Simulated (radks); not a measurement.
All-electron calculation, Dirac Kohn-Sham, PBE, spin-unpolarised, spherical densities, point nucleus; open shells are shared between the two j in proportion to 2j + 1. Program: a radial shooting solver on a logarithmic mesh with Libxc functionals. Each species is in its NIST ground configuration. Rank B, Tl, In, Ga, Al by mean radius of the outermost orbital (bohr), largest first.

Answer. Tl 4.05, In 3.81, Al 3.45, Ga 3.45, B 2.30.
